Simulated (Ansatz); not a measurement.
Molecule: C₂H₆O₃Si (charge 0, singlet). 
Coordinates optimised at B3LYP-D3(BJ)/def2-TZVP (Ansatz, a first-principles code):
SMILES: C=C[Si](O)(O)O
```xyz
12

C      2.3749    -0.5014    -0.2812
C      1.3807    -0.2840     0.5780
Si    -0.3590     0.0771     0.0654
O     -0.4303     0.4256    -1.5439
O     -1.3961    -1.1768     0.2802
O     -0.8642     1.2959     1.0357
H      2.2186    -0.4687    -1.3544
H      3.3852    -0.7261     0.0442
H      1.6025    -0.3358     1.6413
H      0.0853     1.1695    -1.8645
H     -1.4642    -1.8217    -0.4282
H     -1.8100     1.4581     1.0889
```
Charge 0, spin multiplicity 1.

Wanted: atomisation energy (electronic, to ground-state atoms); the coupled-cluster value holds the core correlation from cc-pwCVTZ, in eV. Correlated levels leave the core frozen unless marked. UHF or UKS for open shells. Spin-orbit coupling is left out. Non-relativistic. CBS marks a two-point X^-3 extrapolation of the correlation energy; Hartree-Fock from the larger set.

Level to compare with: CCSD(T)/CBS(cc-pV(T+d)Z,cc-pV(Q+d)Z) plus the core term (Ansatz), 52.54 eV. It is a level with limits of its own, and the differences hold the functionals' basis error too.

Question: Rank these functionals by how close they come to CCSD(T)/CBS(cc-pV(T+d)Z,cc-pV(Q+d)Z), closest first: wB97X/def2-TZVPD (Ansatz); BLYP/def2-TZVPD (Ansatz); wB97M-V/def2-TZVPD (Ansatz); LC-wPBE/def2-TZVPD (Ansatz).

Answer: wB97M-V/def2-TZVPD (range-separated hybrid meta-GGA with VV10, 52.18 eV, difference -0.36), wB97X/def2-TZVPD (range-separated hybrid, 51.80 eV, difference -0.74), LC-wPBE/def2-TZVPD (range-separated hybrid, 51.74 eV, difference -0.80), BLYP/def2-TZVPD (GGA, 51.36 eV, difference -1.18)
